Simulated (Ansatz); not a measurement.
Coupled-cluster run, `CC(C)OB(N)N`.

```yaml
crystal:
  periodic: [false, false, false]
  atoms:
    - {symbol: C, position_ang: [1.767703, -1.261843, -0.722111]}
    - {symbol: C, position_ang: [0.860589, -0.111474, -0.340270]}
    - {symbol: C, position_ang: [0.644762, 0.850600, -1.494458]}
    - {symbol: O, position_ang: [-0.370229, -0.658507, 0.081743]}
    - {symbol: B, position_ang: [-1.228915, -0.005430, 0.941668]}
    - {symbol: N, position_ang: [-0.929513, 1.262852, 1.509759]}
    - {symbol: N, position_ang: [-2.442113, -0.678490, 1.232111]}
    - {symbol: H, position_ang: [1.324866, -1.829927, -1.543914]}
    - {symbol: H, position_ang: [1.906438, -1.936441, 0.124430]}
    - {symbol: H, position_ang: [2.746119, -0.895262, -1.040936]}
    - {symbol: H, position_ang: [1.330257, 0.427585, 0.496359]}
    - {symbol: H, position_ang: [1.591670, 1.290357, -1.817635]}
    - {symbol: H, position_ang: [-0.032363, 1.658388, -1.209414]}
    - {symbol: H, position_ang: [0.203140, 0.319951, -2.341685]}
    - {symbol: H, position_ang: [-0.073758, 1.757480, 1.345640]}
    - {symbol: H, position_ang: [-1.529973, 1.713265, 2.174505]}
    - {symbol: H, position_ang: [-2.646711, -1.571245, 0.823534]}
    - {symbol: H, position_ang: [-3.159568, -0.320560, 1.832472]}
basis:
  gaussian: {orbitals: def2-SVP}
correlation: {method: ccsd_t}
```

```sh
$ ansatz run in.yaml --threads 2 --pin off --events-out ev --progress --plain --max-ram 32768MiB --backend cuda --devices 0, --max-vram 18GiB
```

The program prints (abridged):

```
Functional definition: HF
1561 factors; integrals over basis functions are off by at most 1.4e-3 eV
mean field evaluation 1: about -8929.0337 eV, gradient 5.0e1 eV
mean field evaluation 2: about -8929.2134 eV, gradient 5.0e1 eV
mean field evaluation 4: about -8934.9690 eV, gradient 4.3e0 eV
mean field evaluation 8: about -8935.0308 eV, gradient 1.7e-4 eV
mean field -8935.03077018 eV, -328.3563244227 hartree, gradient 1.0e-6 eV, S^2 0.000000; 0 other end points of the search recorded, 0 dependent functions left out
7 core orbitals not correlated: weight in the atoms' cores, before any rotation towards them, 1.000 or more for the frozen orbitals, at most 0.000 for the correlated occupied ones
reference -8935.03077018 eV, -328.3563244227 hartree; 21, 21 occupied and 125, 125 virtual orbitals, 1561 factors
second order -28.17602028 eV of doubles, -0.00000000 eV of singles
cycle   1  -29.27232208 eV  change    -1.1e0 eV  update   1.1e-1
cycle   2  -29.93871774 eV  change   -6.7e-1 eV  update   3.0e-2
cycle   3  -30.08703706 eV  change   -1.5e-1 eV  update   1.5e-2
cycle   4  -30.08508653 eV  change    2.0e-3 eV  update   3.3e-3
cycle   5  -30.08409845 eV  change    9.9e-4 eV  update   1.2e-3
cycle   6  -30.08426688 eV  change   -1.7e-4 eV  update   3.4e-4
cycle   7  -30.08404632 eV  change    2.2e-4 eV  update   1.0e-4
cycle   8  -30.08399218 eV  change    5.4e-5 eV  update   3.0e-5
cycle   9  -30.08398486 eV  change    7.3e-6 eV  update   1.1e-5
perturbative correction -0.82966112 eV, -0.0304894837 hartree
Total energy: -8965.94441615 eV, -329.4923799583 hartree
```

Hardware: 2 threads of an AMD EPYC 7R13 on a shared host and a share of an NVIDIA H100 80 GB. Wall time 9.5 s, peak host memory 0.79 GiB.

The correlation energy is -30.914 eV, 2.7 % of it from (T); the T1 diagnostic reads 0.0102.
